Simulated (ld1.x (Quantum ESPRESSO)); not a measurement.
# Before and after: RRKJ potential for manganese

ld1.x (Quantum ESPRESSO) 7.5 input, shortened:

```
&input
   title='Mn', zed=25., rel=1, dft='PBE', iswitch=3,
   config='[Ar] 3d5 4s1.5 4p0'
 /
 &inputp
   pseudotype=2, tm=.false., rho0=0.005, lloc=2,
   nlcc=.true., new_core_ps=.true., rcore=1.35
 /
3
4S  1  0   1.50   0.00  2.35  2.35  0.0
4P  2  1   0.00   0.00  2.15  2.15  0.0
3D  3  2   5.00   0.00  1.90  1.90  0.0
 &test
   configts(1)='3d5 4s1.5 4p0'
 /
```

Change: wave 3d (bound): rc 1.90 bohr becomes 3d (bound): rc 2.52 bohr.

Cutoffs: the cutoffs (Ry, on a coarse ladder) from which the occupation-weighted sum of valence levels, in a spherical-Bessel basis at the reference potential, stays within 10 and 1 mRy of its value at 400 Ry; they do not see the model core or the augmentation charge, which bear on the density cutoff. Errors are all-electron minus pseudo energies relative to the spin-unpolarised reference configuration.

Task: What does the change do?

Result: The potential gets softer (70 Ry and 110 Ry → 45 Ry and 70 Ry); the bound ghosts move from p, s to s; of the 7 tests that both files solve, the error grows in 4 and shrinks in 1 by more than 15 % and 0.3 meV (median size 22.5 → 27.7 meV). A larger radius leaves more room for a smooth pseudo-wave, so fewer plane waves are needed.

| quantity | base | changed |
| --- | --- | --- |
| cutoff, loose | 70 Ry | 45 Ry |
| cutoff, tight | 110 Ry | 70 Ry |
| loose cutoff by channel (10 mRy a level) | s 18 Ry, d 60 Ry | s 18 Ry, d 40 Ry |
| bound ghosts | s, p | s |
| error for 3d5 4s2 4p0, meV [ΔE -3.36 eV] | -0.4 | -1.4 |
| error for 3d5 4s1 4p0, meV [ΔE 5.06 eV] | -1.8 | -3.7 |
| error for 3d5 4s0 4p0, meV [ΔE 20.65 eV] | -23 | -51 |
| error for 3d3 4s0 4p0, meV [ΔE 103.94 eV] | -1114 | +215 |
| error for 3d5 4s0 4p1, meV [ΔE 9.80 eV] | -6.4 | -14 |
| error for 3d5.5 4s1.5 4p0, meV [ΔE -3.84 eV] | -32 | -28 |
| error for 3d4 4s0 4p0, meV [ΔE 53.17 eV] | -264 | -226 |

 A true bound ghost makes a file unfit for plane-wave use even where its test errors are small: the radial tests pick states by their node count and pass the ghost by.
